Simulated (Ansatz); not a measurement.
Ansatz results at the PBE0-D4/def2-TZVP geometry: HOMO energy (B3LYP/def2-TZVPP) -7.77 eV; LUMO energy (PBE/def2-TZVPP) 0.05 eV; HOMO energy (ωB97M-V/def2-TZVPP) -10.46 eV.

Each molecule was computed in one conformer, which needn't be the lowest.

Q: Which molecule gave them?
A. `CO[SiH2][SiH2]O`
B. `N[SiH2]O[Si](N)(F)F`
C. `N[Si@@H](F)O[Si@@H](N)F`
D. `O[SiH](F)N[Si](O)(F)F`

A: C. The others give `CO[SiH2][SiH2]O`: -7.48, -1.57, -9.76; `N[SiH2]O[Si](N)(F)F`: -7.68, -0.54, -10.39; `O[SiH](F)N[Si](O)(F)F`: -8.55, -0.48, -11.20.

B3LYP here is the variant with VWN-RPA as its local correlation; programs differ in this.
